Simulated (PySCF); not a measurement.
Species: C3BCl2F3.
SMILES: `FC(F)(F)C#CB(Cl)Cl`

Level of theory: PBE0-D3(BJ)/def2-SVP geometry optimisation, gas phase in PySCF 2.14.0.

Masses are those of the commonest isotopes; rigid-rotor values at the optimised geometry. 

Q: What are A, B and C (GHz)?

A: Ia = 248.04, Ib = 1129.13, Ic = 1288.94 u·Å²; 505379 MHz·u·Å²/I gives 2038, 447.6 and 392.1 MHz, that is A = 2.0375, B = 0.4476, C = 0.3921 GHz.

Q: Classify the top.

A: A near-prolate asymmetric top; Ray's κ = -0.933.

Q: What does the inertial defect say?

A: Not planar: Δ = Ic − Ia − Ib = -88.22 u·Å². For a rigid frame Δ = −2 Σ m c², so Σ m c² = 44.11 u·Å² lies off the ab plane. The atom farthest from that plane is 1.23 Å away.

Q: Give the other two planar moments, Paa and Pbb, and the rms extents of the mass along the axes.

A: Paa = Σ m a² = (Ib + Ic − Ia)/2 = 1085.01 and Pbb = Σ m b² = (Ia + Ic − Ib)/2 = 203.92 u·Å². With the mass M = 173.94 u, the rms extents √(P/M) along a, b and c are 2.50, 1.08, 0.50 Å.

Q: List the rotational levels J(Ka,Kc) to J = 4 (K).

A: Above 0(0,0), as E/k:
J = 1: 1(0,1) 0.040, 1(1,1) 0.117, 1(1,0) 0.119
J = 2: 2(0,2) 0.121, 2(1,2) 0.195, 2(1,1) 0.203, 2(2,1) 0.431, 2(2,0) 0.432
J = 3: 3(0,3) 0.241, 3(1,3) 0.311, 3(1,2) 0.327, 3(2,2) 0.552, 3(2,1) 0.553, 3(3,1) 0.941, 3(3,0) 0.941
J = 4: 4(0,4) 0.402, 4(1,4) 0.467, 4(1,3) 0.494, 4(2,3) 0.713, 4(2,2) 0.714, 4(3,2) 1.102, 4(3,1) 1.102, 4(4,1) 1.645, 4(4,0) 1.645

Q: Which types of transition are allowed, and where do some lines up to J = 3 fall?

A: The dipole components are |μa| = 0.94 D, |μb| = 0.01 D, |μc| = 0.00 D. The squared components, which scale the intensities, stand as 1.00 : 0.00 : 0.00 (a : b : c). Some lines, for components of 0.1 D or more:

| type | branch | J(Ka,Kc) | MHz | lower level (cm⁻¹) |
| --- | --- | --- | --- | --- |
| a | Q | 3(1,2) ← 3(1,3) | 333 | 0.216 |
| a | R | 1(0,1) ← 0(0,0) | 840 | 0.000 |
| a | R | 2(1,2) ← 1(1,1) | 1624 | 0.081 |
| a | R | 2(0,2) ← 1(0,1) | 1678 | 0.028 |
| a | R | 2(1,1) ← 1(1,0) | 1735 | 0.083 |
| a | R | 3(1,3) ← 2(1,2) | 2435 | 0.135 |
| a | R | 3(0,3) ← 2(0,2) | 2513 | 0.084 |
| a | R | 3(2,2) ← 2(2,1) | 2519 | 0.300 |
| a | R | 3(2,1) ← 2(2,0) | 2525 | 0.300 |
| a | R | 3(1,2) ← 2(1,1) | 2601 | 0.141 |

PBE0-D3(BJ)/def2-SVP frequencies: not computed here. No vibrational averaging or centrifugal distortion is included, and the geometry carries the error of its method. Quadrupole hyperfine structure (11B, 35Cl) is left out.
